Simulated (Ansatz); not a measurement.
# Worked example: C3H6F2 + C2H2F3I → C3H6FI + C2H2F4

Species: C3H6F2 `CC(F)CF`, singlet; C2H2F3I (1,1,1-trifluoro-2-iodoethane) `FC(F)(F)CI`, singlet; C3H6FI `CC(I)CF`, singlet; C2H2F4 (norflurane) `FCC(F)(F)F`, singlet. The partners trade F for I; both sit on C, so the bond types are kept.

Shapes, held fixed at every level: PBE0-D4/def2-TZVP. Flexible molecules stand in one conformer, not always the lowest. Programs: Ansatz 0.2.0. Electronic energies: no zero-point or thermal term.

At CCSD(T)/def2-TZVPP; 1 Eh = 2625.50 kJ/mol:

```
species  energy (Eh)
 C3H6F2  -317.187558
C2H2F3I  -673.650271
 C3H6FI  -514.591892
 C2H2F4  -476.241190
```

Q: Work out ΔE of the reaction at this level.

A: 
1. Products less reactants: (-514.591892) + (-476.241190) − [(-317.187558) + (-673.650271)] = 0.004747 Eh = +12.5 kJ/mol.

Other levels give +9.1 (MP2/def2-TZVPP) to +17.2 kJ/mol (wB97X-V/def2-TZVPP). No measured value is set beside it here. For atoms past krypton def2 sets carry core potentials with scalar relativity. Correlated rows may include outer-core shells of I, which these sets cover unevenly.
